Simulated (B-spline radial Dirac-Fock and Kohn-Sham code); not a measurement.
**Form factor and incoherent scattering function of Eu³⁸⁺**

System: Eu³⁸⁺, 1s2 2s2 2p6 3s2 3p6 3d7.

Input file task.json (cfg lists n, l and occupation; rrms is the nuclear radius in fm):

```json
{"items": [{
  "Z": 63,
  "q": 38,
  "cfg": [[1, 0, 2], [2, 0, 2], [2, 1, 6], [3, 0, 2], [3, 1, 6], [3, 2, 7]],
  "A": 153,
  "rrms": 5.1115,
  "do": ["scatter"],
  "s": [0.0, 0.08, 0.09, 0.11, 0.13, 0.16, 0.19, 0.22, 0.27, 0.32, 0.38, 0.46, 0.54, 0.65, 0.78, 0.93, 1.11, 1.33, 1.58, 1.89, 2.26, 2.7, 3.23],
  "pz": [0, 0.1, 0.2, 0.3, 0.4, 0.5, 0.6, 0.8, 1.0, 1.2, 1.4, 1.6, 1.8, 2.0, 2.5, 3.0, 4.0, 5.0, 7.0, 10.0, 15.0, 20.0, 30.0, 40.0, 60.0, 100.0],
  "hv_scatter": [1000, 2000, 8047.8, 10000, 30000, 50000, 200000, 1000000]
}]}
```

Command: `python xray_run.py task.json out`

These are calculated numbers from a radial B-spline solver; the model is relativistic Hartree-Fock (Dirac-Fock) wave functions, averaged over the configuration. f₀ is the Fourier transform of the spherical electron density, S the Waller-Hartree incoherent function, and s = sin θ/λ.

```tsv
s (Å⁻¹)	f₀	S
0	25.000	0.000
0.08	24.955	0.040
0.09	24.943	0.050
0.11	24.915	0.075
0.13	24.881	0.105
0.16	24.820	0.158
0.19	24.746	0.223
0.22	24.661	0.297
0.27	24.492	0.445
0.32	24.290	0.621
0.38	24.007	0.867
0.46	23.564	1.249
0.54	23.051	1.689
0.65	22.246	2.372
0.78	21.171	3.272
0.93	19.808	4.394
1.11	18.076	5.795
1.33	15.939	7.492
1.58	13.644	9.301
1.89	11.185	11.278
2.26	8.936	13.232
2.7	7.158	15.070
3.23	5.906	16.785
```

f₀ starts at the number of electrons, 25, and has fallen to half at s ≈ 1.72 Å⁻¹. The sum of ⟨r²⟩ over the electrons is 0.9596 bohr².
